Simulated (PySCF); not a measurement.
PySCF input file for H₅NSi, SMILES N[SiH3], IEF-PCM-PBE0/def2-SVP. Coordinates come from a ωB97X-D3(BJ)/def2-TZVP optimisation.

```python
import numpy as np
from pyscf import gto, scf, dft
from pyscf.solvent import pcm

mol = gto.M(
    atom='''
    Si   -0.57560992   -0.00268792    0.00000000
    N     1.14634067    0.05809929    0.00000000
    H    -1.05860962    0.69006684    1.21956650
    H    -1.05860962    0.69006685   -1.21956648
    H    -1.17000585   -1.36999042   -0.00000001
    H     1.66068964   -0.18960370    0.83018768
    H     1.66068964   -0.18960368   -0.83018768
    ''',
    basis='def2-SVP',
    charge=0,
    spin=0,
    max_memory=1600,
    verbose=3,
)
mf = dft.RKS(mol, xc='pbe0').density_fit(auxbasis='def2-universal-jkfit')
mf.grids.level = 3
mf.conv_tol = 1e-9
mf.max_cycle = 100
mf.kernel()
res = {}
for name, eps in {'water': 78.355, 'N,N-dimethylformamide': 37.219, 'acetonitrile': 35.688}.items():
    s = mf.PCM()
    s.with_solvent.method, s.with_solvent.eps, s.with_solvent.lebedev_order = 'IEF-PCM', eps, 29
    s.kernel(mf.make_rdm1())
    res[name] = (s.e_tot, eps, s.dip_moment(), s.mo_energy, s.converged)
    print(f'{name}: electrostatic solvation free energy {(s.e_tot - mf.e_tot) * 627.509474:.3f} kcal/mol')
```

Program output:

```
converged SCF energy = -346.933082183632

WARN: PCM is an experimental feature. It is still in testing.
Features and APIs may be changed in the future.

converged SCF energy = -346.937615151549
Dipole moment(X, Y, Z, Debye):  1.49164, -0.81640, -0.00000
water: electrostatic solvation free energy -2.844 kcal/mol

WARN: PCM is an experimental feature. It is still in testing.
Features and APIs may be changed in the future.

converged SCF energy = -346.937506713597
Dipole moment(X, Y, Z, Debye):  1.48561, -0.81228, -0.00000
N,N-dimethylformamide: electrostatic solvation free energy -2.776 kcal/mol

WARN: PCM is an experimental feature. It is still in testing.
Features and APIs may be changed in the future.

converged SCF energy = -346.937497948415
Dipole moment(X, Y, Z, Debye):  1.48512, -0.81195, -0.00000
acetonitrile: electrostatic solvation free energy -2.771 kcal/mol
```

The calculation finished and met its thresholds.

Cost: about 23 core-seconds (a rough figure).
